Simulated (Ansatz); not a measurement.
Pulling the pair apart

The pair of K⁺ (SMILES [K+], atom 1) and C$_{2}$H$_{4}$ (SMILES C=C, atoms 2–7), both closed shells, in one local arrangement (a lower one may exist), relaxed at PBE0-D4/def2-TZVP:

```xyz
7
angstrom
K -0.0765 -0.0704 -3.0506
C 0.6317 -0.2296 0.4775
C -0.6073 0.2520 0.4925
H 0.8282 -1.2959 0.5348
H 1.4968 0.4263 0.4774
H -0.8022 1.3200 0.5050
H -1.4707 -0.4024 0.5632
```

C$_{2}$H$_{4}$ is shifted rigidly along the line between the mean atom positions of the two fragments (negative: closer). Counterpoise interaction energies in kJ/mol. Computed with Ansatz 0.2.0 (basis: def2-TZVPPD); correlated methods freeze the cores. The outer core shell of Li, Na, Mg and K is correlated. The def2 sets are not built for correlating such inner shells, so the correlated values are less sure here. B3LYP uses VWN-RPA correlation.

```
shift (Å)  r2SCAN-D4  PBE0-D4  B3LYP-D4
    -0.36      -38.9    -41.3     -40.6
    -0.18      -37.5    -40.7     -41.4
     0.00      -35.8    -42.7     -47.8
     0.18      -32.8    -40.0     -45.7
     0.43      -28.0    -34.2     -38.9
     0.90      -20.4    -24.5     -27.2
     1.80      -11.3    -12.7     -13.4
     3.60       -4.3     -4.4      -4.4
```

(1) What does CCSD(T) give at these shifts? (To be estimated.)

T1 diagnostic: at most 0.009.

Answers

(1) Computed: -36.5, -35.2, -32.6, -29.4, -25.0, -18.0, -9.9, -3.9 kJ/mol. For zero shift, CCSD(T) at an estimated basis limit (MP2 extrapolated from triple and quadruple zeta, plus CCSD(T) − MP2 in triple zeta) gives -33.9 kJ/mol. These are counterpoise interaction energies, counted from the two frozen fragments.

For scale, one of the runs: CCSD(T)/def2-TZVPPD, 178 basis functions, launched by `ansatz run in.yaml --threads 2 --pin off --events-out ev --progress --plain --max-ram 5222MiB`. The run took 57 s on 2 CPU threads of an Arm Neoverse N1 (shared host), with 1.7 GiB of host memory at its peak.
